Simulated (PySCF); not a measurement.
C6H10O.

```xyz
17

O      2.2961    -0.3425     0.0000
C      1.1570     0.0638     0.0000
C      0.3892     0.3443    -1.2825
C     -1.0124    -0.2840    -1.2611
C     -1.7850     0.1114     0.0000
C     -1.0124    -0.2840     1.2611
C      0.3892     0.3443     1.2825
H      0.2939     1.4425    -1.3690
H      0.9945    -0.0081    -2.1301
H     -1.5667     0.0107    -2.1666
H     -0.9155    -1.3836    -1.2965
H     -2.7802    -0.3620     0.0000
H     -1.9555     1.2037     0.0000
H     -1.5667     0.0107     2.1666
H     -0.9155    -1.3836     1.2965
H      0.9945    -0.0081     2.1301
H      0.2939     1.4425     1.3690
```
Charge 0, spin multiplicity 1.

Coordinates come from a ωB97X-D3(BJ)/def2-SVP optimisation. Other conformers were not sampled.

Method: KT2/pcSseg-1 run with PySCF. Non-relativistic, no solvent.

Computed absolute GIAO shielding of each atom: isotropic value and principal components (ppm):
| atom | σ(iso) | σ11 | σ22 | σ33 | span |
|---|---|---|---|---|---|
| O1 | -300.8 | -809.8 | -371.7 | 279.1 | 1089.0 |
| C2 | -14.1 | -88.4 | -56.3 | 102.4 | 190.8 |
| C3 | 138.1 | 123.7 | 131.3 | 159.2 | 35.5 |
| C4 | 150.6 | 137.3 | 148.0 | 166.6 | 29.3 |
| C5 | 153.0 | 147.4 | 154.2 | 157.5 | 10.0 |
| C6 | 150.6 | 137.3 | 148.0 | 166.6 | 29.3 |
| C7 | 138.1 | 123.7 | 131.3 | 159.2 | 35.5 |
| H8 | 29.0 | 26.8 | 27.2 | 32.8 | 5.9 |
| H9 | 29.0 | 25.5 | 27.7 | 33.9 | 8.3 |
| H10 | 29.1 | 24.3 | 27.5 | 35.5 | 11.2 |
| H11 | 29.5 | 25.7 | 28.3 | 34.5 | 8.8 |
| H12 | 29.4 | 25.3 | 27.5 | 35.4 | 10.1 |
| H13 | 29.7 | 26.1 | 28.4 | 34.6 | 8.6 |
| H14 | 29.1 | 24.3 | 27.5 | 35.5 | 11.2 |
| H15 | 29.5 | 25.7 | 28.3 | 34.5 | 8.8 |
| H16 | 29.0 | 25.5 | 27.7 | 33.9 | 8.3 |
| H17 | 29.0 | 26.8 | 27.2 | 32.8 | 5.9 |
